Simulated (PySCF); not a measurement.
Lowest empty level (eV) of eight silicon and germanium compounds: PBE beside PBE0, computed with PySCF for isolated molecules in the bases named; differences from unrounded values. The eight are the first of their class met in an unordered collection, after screening for sound electronic states; none was chosen by its value. Each molecule has one DFT geometry for both levels.

| molecule | basis | PBE0 | PBE | difference |
|---|---|---|---|---|
| SiH₃Cl, SMILES Cl[SiH3] | def2-TZVPD | -0.37 | -1.20 | -0.84 |
| difluoro(fluoromethyl)silane (CH₃F₃Si), SMILES [SiH](CF)(F)F | def2-TZVP | 0.04 | [?] | [?] |
| Si(CF3)(F)3 (CF₆Si), SMILES FC(F)(F)[Si](F)(F)F | def2-TZVP | 0.40 | -0.59 | -0.99 |
| Si(CF3)(Cl)(H)2 (CH2ClF3Si), SMILES FC(F)(F)[SiH2]Cl | def2-TZVP | -0.43 | [?] | [?] |
| C2H6ClFOSi, SMILES C[C@H](O)[Si@H](F)Cl | def2-TZVP | 0.46 | -0.47 | -0.93 |
| C4H8OSi, SMILES C[SiH]1CC(=O)C1 | def2-TZVP | -0.57 | [?] | [?] |
| CH₆OSSi, SMILES CS[SiH2]O | def2-TZVP | 0.02 | -0.85 | -0.87 |
| Cl2FH5Si3, SMILES F[SiH2][SiH2][SiH](Cl)Cl | def2-TZVP | -1.28 | -2.10 | -0.82 |

### Question
Complete the blanks. (Estimate from the structure and the level; the computed values follow.)

### Answer

- difluoro(fluoromethyl)silane (CH₃F₃Si), SMILES [SiH](CF)(F)F, PBE: -0.94
- difluoro(fluoromethyl)silane (CH₃F₃Si), SMILES [SiH](CF)(F)F, difference: -0.98
- C4H8OSi, SMILES C[SiH]1CC(=O)C1, PBE: -1.66
- C4H8OSi, SMILES C[SiH]1CC(=O)C1, difference: -1.09
- Si(CF3)(Cl)(H)2 (CH2ClF3Si), SMILES FC(F)(F)[SiH2]Cl, PBE: -1.33
- Si(CF3)(Cl)(H)2 (CH2ClF3Si), SMILES FC(F)(F)[SiH2]Cl, difference: -0.90

PBE lies below PBE0 in 8 and above it in 0 of the eight; the mean signed difference is -0.93 and the largest -1.09 eV.
